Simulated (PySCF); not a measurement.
Question: What does the PBE0-D3(BJ)/def2-SVP structure of cis-Sn(H2O)2F4 (`[OH2]->[Sn](<-[OH2])([F])([F])([F])[F]`) look like in three dimensions?

Answer: 
```
atom  x, y, z in Å
Sn1   -0.5925    0.0057   -0.3810
O2    -0.3167    0.1794    1.8704
H3    -0.4077   -0.7738    2.0522
H4    -1.1647    0.5752    2.1313
F5    -0.5858   -0.3832   -2.2712
O6     1.6533   -0.2780   -0.6412
H7     1.8547    0.6670   -0.7675
H8     1.7194   -0.6839   -1.5203
F9    -2.3999    0.4752    0.1155
F10    0.1610    1.8007   -0.4399
F11   -0.5658   -1.8267    0.2800
```

Orientation and origin are arbitrary. Atoms count from 1 in this order. Sn1 (tin bonded to 4 F and 2 O) has the three widest angles are 169.8°, 169.0° and 150.7°, the others run from 74.3° to 107.7°. O2 (oxygen bonded to Sn and 2 H) is pyramidal (angles 105.5°, 101.0° and 95.7°, sum 302.1°, 0.52 Å off the plane of its three neighbours).

Bonds between heavy atoms (Å): Sn1–O2 2.275, Sn1–F5 1.930, Sn1–O6 2.279, Sn1–F9 1.932, Sn1–F10 1.948, Sn1–F11 1.948.

Computed, not measured: PBE0-D3(BJ)/def2-SVP geometry optimisation, gas phase, def2 core potentials past Kr (PySCF).

Whether it is a minimum is left open (no frequencies).
